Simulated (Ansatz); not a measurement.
Basis sets compared for Al(H2O)F3 (AlOF₃H₂). The state is a singlet with charge 0. Geometry PBE0-D4/def2-SVP. Ansatz on 4 threads of Arm Neoverse V2 on a shared host; times are rough, and most runs start from earlier orbitals.

Cartesian coordinates in Å:
```
Al -0.319 0.686 -0.352
O 0.641 -0.691 0.635
H 0.019 -1.193 1.183
H 1.059 -1.312 0.020
F 0.061 0.076 -1.856
F 0.347 2.140 0.081
F -1.809 0.294 0.288
```

Binding counts from free atoms (Al doublet, O triplet, H doublet, F doublet) in the same basis, without a counterpoise term.

| level | functions | energy (Eh) | HOMO (eV) | LUMO (eV) | binding per atom (eV) | wall time |
| --- | --- | --- | --- | --- | --- | --- |
| PBE-D4/def2-SVP | 84 | -617.7708 | -8.09 | -1.37 | 4.27 | 0.5 s |
| PBE0-D4/def2-SVP | 84 | -617.7992 | -10.29 | -0.44 | 4.13 | 0.65 s |

Problem. Estimate the rows for PBE-D4/def2-TZVP, PBE0-D4/def2-TZVP.

Solution. 
| level | functions | energy (Eh) | HOMO (eV) | LUMO (eV) | binding per atom (eV) | wall time |
| --- | --- | --- | --- | --- | --- | --- |
| PBE-D4/def2-TZVP | 173 | -618.3403 | -8.59 | -1.78 | 4.26 | 1 s |
| PBE0-D4/def2-TZVP | 173 | -618.3626 | -10.66 | -0.86 | 4.14 | 1.4 s |
